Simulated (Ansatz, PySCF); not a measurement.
SbI₂, SMILES [I][Sb+][I] (connectivity only; charge and spin as stated), charge +1, multiplicity 1. Atoms are numbered in the order given.

```xyz
3

Sb     0.0000     0.0000     1.1063
I      0.0000    -2.0597    -0.5315
I      0.0000     2.0597    -0.5315
```
Charge +1, spin multiplicity 1.

Geometry: PBE0-D3(BJ)/def2-SVP. The spin state was assumed, not searched. The isomer is the one that the SMILES or the coordinates give; other isomers of the formula were not compared. The def2 effective core potentials stand for the cores of I, Sb; spin–orbit coupling is left out.

Two levels are set side by side: PBE-D3(BJ)/def2-SVP (Ansatz, a program for electronic structure) and PBE0-D3(BJ)/def2-SVP (Ansatz). Each level has its own optimised geometry; the coordinates shown are those of the second. Frequencies come from the Hessian of PySCF at each geometry. Differences are taken from unrounded values.

```csv
quantity,PBE0-D3(BJ),PBE-D3(BJ),PBE-D3(BJ) minus PBE0-D3(BJ)
mean bond length (Å),2.631,2.665,0.034
bond Sb1–I2 (Å),2.631,2.665,0.034
bond Sb1–I3 (Å),2.631,2.665,0.034
highest harmonic wavenumber (cm⁻¹),238,224,-15
mean harmonic wavenumber (cm⁻¹),180,168,-12
zero-point energy (kcal/mol),0.77,0.72,-0.05
```

Exact exchange shortens and stiffens bonds; PBE has none. Differences between two approximate levels are no errors against the true value.
